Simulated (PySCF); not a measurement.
Species: Au(PH3)Cl (singlet state).
Cartesian coordinates in Å at the PBE0-D3(BJ)/def2-SVP level; atoms count from 1:
```
atom  x, y, z in Å
Au1   -0.0035    0.0024   -1.4528
P2     0.0025    0.0004    0.7936
H3     0.8139   -0.9510    1.4588
H4    -1.2236   -0.2274    1.4649
H5     0.4217    1.1753    1.4645
Cl6   -0.0111    0.0003   -3.7291
```

Computed, not measured: TDDFT PBE0/def2-SVPD, vertical, gas phase, core orbitals frozen in the response, def2 core potentials past Kr (PySCF). Spin–orbit coupling is left out.

Ground-to-excited transition dipoles (e·a0, same axes as the geometry; the sign carries no meaning), for the states with f of 0.002 or more among the lowest 9:

```tsv
state	E (eV)	μx	μy	μz
S4	5.546	0.128	-0.050	0.000
S5	5.546	-0.050	-0.127	0.002
S6	5.820	-0.003	-0.001	-0.828
S7	6.085	0.234	0.564	-0.003
S8	6.086	-0.564	0.234	0.002
S9	6.420	-0.002	-0.002	-0.488
```

Question: What oscillator strength does each state have?

Answer: f = (2/3) ΔE |μ|² with ΔE in hartree (27.2114 eV).

| state | \|μ\|² (au) | \|μ\| (D) | f |
| --- | --- | --- | --- |
| S4 | 0.019 | 0.35 | 0.003 |
| S5 | 0.019 | 0.35 | 0.003 |
| S6 | 0.686 | 2.11 | 0.098 |
| S7 | 0.373 | 1.55 | 0.056 |
| S8 | 0.373 | 1.55 | 0.056 |
| S9 | 0.238 | 1.24 | 0.037 |

Question: The point group is C3v. Which irreducible representation does each state belong to?

Answer: The ground state is totally symmetric, so the direction of μ fixes the label. Polarised along the main axis, so A1: S6 and S9. Polarised across the main axis, so E: S4, S5, S7 and S8.

Question: What angle do the transition dipoles of S6 and S9 make?

Answer: |cos θ| = |μa·μb| / (|μa| |μb|) = 1.00, so θ ≈ 0° (taken between 0 and 90°, since the signs are arbitrary).

Question: How is the summed strength of these states shared among x, y and z?

Answer: (2/3) Σ ΔE μα² gives 0.058 for x, 0.058 for y and 0.135 for z, 0.252 in all.

Question: What peak molar absorption coefficient would the strongest computed level give as a lone Gaussian band 0.4 eV wide at half height?

Answer: ε(max) = 2.175×10⁸ f / FWHM, with the width in cm⁻¹. S7/S8 (f summed): 2.175×10⁸ × 0.1112 / 3226 ≈ 7500 L mol⁻¹ cm⁻¹.

S4/S5 and S7/S8 coincide within about 0.01 eV; within a degenerate level the directions of the single components are arbitrary.

Time: 9.6 s of wall time. Hardware: an Arm Neoverse V1 with one thread, shared host.
